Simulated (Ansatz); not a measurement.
Compare A (`NB(Cl)CO`) with its isomer B (`OCNBCl`).

Computed with Ansatz on PBE0-D4/def2-TZVP structures; ΔE is electronic, products minus reactants. CBS: MP2 limit from def2 TZ/QZ plus the TZ coupled-cluster correction, frozen cores. This one scheme is used for every species. Functionals use def2-TZVPP. B3LYP here is the variant with VWN-RPA as its local correlation; programs differ in this. One conformer a species, not always the lowest.

(1) Which is lower in electronic energy at CCSD(T)/CBS, and by how much? (Best estimate.)

(2) Give E(B) − E(A) in kcal/mol with r2SCAN-D4, CCSD/def2-TZVPP, ωB97M-V, PBE-D4, HF/def2-TZVPP, B3LYP, CCSD(T)/def2-TZVPP. (Estimate.)

Largest T1 diagnostic: 0.011.

Results:

(1) Computed: A, by 11.3 kcal/mol.

(2) The calculation gave: r2SCAN-D4 11.9, CCSD/def2-TZVPP 10.9, ωB97M-V 11.7, PBE-D4 11.3, HF/def2-TZVPP 10.1, B3LYP 11.0, CCSD(T)/def2-TZVPP 10.8. None reverses the order clearly.

In def2-TZVPP, CCSD(T) changes the Hartree–Fock value by +0.7 kcal/mol (the triples alone add −0.1 kcal/mol) and MP2 by +1.0 kcal/mol.
